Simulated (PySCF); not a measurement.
YCl2, SMILES [Cl][Y+][Cl], charge +1.

Coordinates come from a B3LYP-D3(BJ)/def2-TZVP optimisation. The multiplicity is an assumed one; other spin states were not compared. The isomer is the one that the SMILES or the coordinates give; other isomers of the formula were not compared. The def2 effective core potentials stand for the cores of Y; spin–orbit coupling is left out.

Two levels are set side by side: TDA-PBE/def2-SVPD (PySCF) and TDA-CAM-B3LYP/def2-SVPD (PySCF). Vertical, same geometry. The lowest singlet is HOMO→LUMO 100 % with PBE and HOMO→LUMO 92 % with the other functional; states are paired by order. Differences are taken from unrounded values.

```json
[
 {"quantity": "lowest singlet excitation (eV)", "TDA-CAM-B3LYP": "4.61"},
 {"quantity": "lowest triplet excitation (TDA) (eV)", "TDA-CAM-B3LYP": "4.58"}
]
```

What does TDA-PBE give, and how far is it from TDA-CAM-B3LYP? (The exact figures need the calculation; the answer reports its results.)


```json
[
 {"quantity": "lowest singlet excitation (eV)", "TDA-PBE": "3.77", "TDA-PBE minus TDA-CAM-B3LYP": "-0.83"},
 {"quantity": "lowest triplet excitation (TDA) (eV)", "TDA-PBE": "3.75", "TDA-PBE minus TDA-CAM-B3LYP": "-0.83"}
]
```

A lower first singlet is the usual sign of a functional without exact exchange. Differences between two approximate levels are no errors against the true value.

Rough cost on one machine, each run with all the roots and properties that it gave: TDA-CAM-B3LYP against TDA-PBE about 3 times.
